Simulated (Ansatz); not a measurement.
Reactions of CH₄BNO, SMILES `N=CBO`.

Computed with Ansatz on PBE0-D4/def2-TZVP structures; ΔE is electronic, products minus reactants. CBS: MP2 limit from def2 TZ/QZ plus the TZ coupled-cluster correction, frozen cores. This one scheme is used for every species. Double bonds are as drawn, so ΔE can hold a change between cis and trans. Elements past krypton have def2 core potentials. For Sn outer-core shells are correlated without core-valence functions, which leaves a few kJ/mol of doubt a bond. One conformer a species, not always the lowest.

Q: Order these by ΔE at CCSD(T)/CBS, lowest first. (Estimate.)
A. `N=CBO` + `B/C=C/[SiH3]` → `BBC=N` + `O/C=C/[SiH3]`
B. `N=CBO` + `FC[O][SnH3]` → `OB[O][SnH3]` + `N=CCF`
C. `N=CBO` + `OCO` → `OBOCO` + `C=N`
D. `N=CBO` + `CCCl` → `OBCCCl` + `C=N`
E. `N=CBO` + `FCCCS` → `N=CBCCF` + `OCS`

A: B (-158.6 kJ/mol), C (-108.2 kJ/mol), D (+16.0 kJ/mol), E (+211.7 kJ/mol), A (+238.8 kJ/mol).

Largest T1 diagnostic: 0.015, for `BBC=N`.
